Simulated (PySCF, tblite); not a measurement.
Isomers of C6H11O2 (doublet state). Method: GFN2-xTB as coded in tblite; computed harmonic values from a numerical Hessian at the method's own geometry, unscaled. Errors from tens to a few hundred cm⁻¹ against measured bands are possible. One conformer each. Open shells enter through the occupations alone, without spin polarisation, and single modes of such species can be off by tens of per cent.

Electronic energies: B3LYP/pcH-1 single points on the GFN2-xTB geometries (PySCF, gas phase).

```
              SMILES  electronic energy, lowest = 0 (kJ/mol)
    CC(=O)O[CH]C(C)C                                    65.3
C=C(OC)[C@H](C)[CH]O                                   197.7
      C=C(C)[CH]OCOC                                   173.0
 CC[C@@H](C)[CH]OC=O                                    97.3
  CO[C@@H]1C[CH]CCO1                                   173.1
    CC/C(C)=C/O[CH]O                                   192.3
   C[C](C(=O)O)C(C)C                                     0.0
       C[C](C=O)CCCO                                   100.2
```

Q: How do GFN2-xTB zero-point energies change the relative energies?

A: 
```csv
SMILES,ZPE (kJ/mol),of it from modes above 1550 cm⁻¹,electronic (kJ/mol),"with ZPE, lowest = 0 (kJ/mol)",lowest mode (cm⁻¹),rings
C[C](C(=O)O)C(C)C,416.6,211.2,0.0,0.0,46,0
CC(=O)O[CH]C(C)C,412.2,210.3,65.3,60.9,20,0
CC[C@@H](C)[CH]OC=O,414.6,208.4,97.3,95.3,33,0
C[C](C=O)CCCO,413.0,207.1,100.2,96.6,41,0
C=C(C)[CH]OCOC,409.8,198.3,173.0,166.2,34,0
CO[C@@H]1C[CH]CCO1,419.5,194.9,173.1,176.0,101,1
CC/C(C)=C/O[CH]O,411.5,211.7,192.3,187.2,13,0
C=C(OC)[C@H](C)[CH]O,410.9,212.8,197.7,192.0,63,0
```

The zero-point energies span 9.7 kJ/mol, from `C=C(C)[CH]OCOC` to `CO[C@@H]1C[CH]CCO1`. The order is unchanged.

Q: And how do the electronic energies of GFN2-xTB itself compare?

A: `C[C](C(=O)O)C(C)C` 0.0; `CC(=O)O[CH]C(C)C` 41.3; `CC[C@@H](C)[CH]OC=O` 69.3; `C[C](C=O)CCCO` 111.6; `C=C(C)[CH]OCOC` 129.2; `CO[C@@H]1C[CH]CCO1` 90.5; `CC/C(C)=C/O[CH]O` 138.7; `C=C(OC)[C@H](C)[CH]O` 175.2 kJ/mol, lowest = 0. Against the energies above, taken from the same isomer `C[C](C(=O)O)C(C)C`, the largest difference is 82.6 kJ/mol.

Q: What do entropy and thermal enthalpy add at 298.15 K and 1 bar (rigid rotor, harmonic oscillator, one conformer each)?

A: 
```csv
SMILES,point group,symmetry number,S (J/(mol K)),H − H(0) (kJ/mol),ZPE + H − H(0) − TS (kJ/mol)
C[C](C(=O)O)C(C)C,C1,1,407.5,28.42,323.5
CC[C@@H](C)[CH]OC=O,C1,1,421.6,28.89,317.8
C[C](C=O)CCCO,C1,1,426.1,29.31,315.2
C=C(C)[CH]OCOC,C1,1,430.9,29.65,310.9
CO[C@@H]1C[CH]CCO1,C1,1,374.3,24.36,332.3
C=C(OC)[C@H](C)[CH]O,C1,1,411.6,29.31,317.5
```

S holds R ln(2S + 1) for the spin.

Not tabulated: `CC(=O)O[CH]C(C)C` (lowest mode only 20 cm⁻¹); `CC/C(C)=C/O[CH]O` (lowest mode only 13 cm⁻¹).
